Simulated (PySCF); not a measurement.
FGeH6NSi.

```xyz
10

Si     1.7212    -0.4471     0.1221
F      2.1326    -0.7024    -1.4384
N      0.3979     0.6334     0.2973
Ge    -1.4146     0.2428     0.2136
H      2.9221     0.1385     0.7709
H      1.3334    -1.7688     0.6717
H      0.6174     1.6273     0.2753
H     -2.0231     0.7092    -1.1268
H     -2.1344     0.9572     1.3762
H     -1.5228    -1.2850     0.3525
```

Geometry optimised at B3LYP-D3(BJ)/def2-SVP. This is a generated structure with no PubChem entry under its InChIKey; it may be hypothetical. The values are those of a single conformer.

Method: B3LYP/pcSseg-1 run with PySCF. Non-relativistic, no solvent.

Computed absolute GIAO shielding of each atom: isotropic value and principal components (ppm):
| atom | σ(iso) | σ11 | σ22 | σ33 | span |
|---|---|---|---|---|---|
| Si1 | 361.6 | 331.7 | 374.4 | 378.7 | 47.0 |
| F2 | 323.8 | 246.1 | 330.8 | 394.3 | 148.2 |
| N3 | 228.0 | 185.4 | 239.6 | 258.9 | 73.5 |
| Ge4 | 1436.9 | 1322.5 | 1379.8 | 1608.4 | 285.9 |
| H5 | 26.6 | 22.7 | 24.7 | 32.4 | 9.7 |
| H6 | 26.8 | 23.2 | 25.7 | 31.5 | 8.3 |
| H7 | 30.7 | 22.3 | 28.6 | 41.3 | 19.0 |
| H8 | 26.4 | 19.7 | 22.1 | 37.4 | 17.7 |
| H9 | 26.5 | 20.0 | 22.2 | 37.5 | 17.5 |
| H10 | 26.7 | 20.7 | 23.2 | 36.3 | 15.6 |
